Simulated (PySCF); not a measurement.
C2H3ClSe.
SMILES: `ClCC=[Se]`

Method: EOM-IP-CCSD/aug-cc-pVDZ in PySCF, restricted Hartree–Fock reference, 16 core orbitals frozen, non-relativistic, gas phase, PBE0-D3(BJ)/def2-SVP geometry.

The vertical ionisation energies are 8.77, 10.76, 11.38, 11.58, 13.09, 14.84, 15.09, 16.26 eV.

**Question.** Which Hartree–Fock orbital leads each hole, and what is its Koopmans value −ε?

**Answer.** 
```tsv
leading hole (HF orbital)	Koopmans (eV)	EOM-IP-CCSD (eV)	change (eV)	one-hole share
HOMO	9.24	8.77	-0.47	0.95
HOMO-1	10.56	10.76	+0.20	0.96
HOMO-2	12.39	11.38	-1.01	0.95
HOMO-3	12.56	11.58	-0.98	0.95
HOMO-4	14.00	13.09	-0.91	0.95
HOMO-6	16.71	14.84	-1.87	0.93
HOMO-5	16.07	15.09	-0.98	0.93
HOMO-7	17.99	16.26	-1.73	0.85
```

**Question.** Does the order of the lines follow the orbital energies?

**Answer.** No: the HOMO-6 hole (14.84 eV) falls below the HOMO-5 hole (15.09 eV). The corrections run from -1.87 to +0.20 eV, with a mean of -0.97 eV over the 8 lines; EOM-IP-CCSD lies above the Koopmans value for HOMO-1.

**Question.** At what kinetic energies would He I light (21.22 eV) eject these electrons?

**Answer.** 12.45 eV (HOMO), 10.46 eV (HOMO-1), 9.84 eV (HOMO-2), 9.64 eV (HOMO-3), 8.13 eV (HOMO-4), 6.38 eV (HOMO-6), 6.13 eV (HOMO-5), 4.96 eV (HOMO-7).

One root was sought for each valence orbital with −ε under 21 eV, eight at most, so deeper holes and satellites are missing; no vibrational structure.

Shape of the structure used: `[Cl:1][CH2:2][CH:3]=[Se:4]`: Cl1–C2–C3–Se4 135°.

One conformer stands for the species.
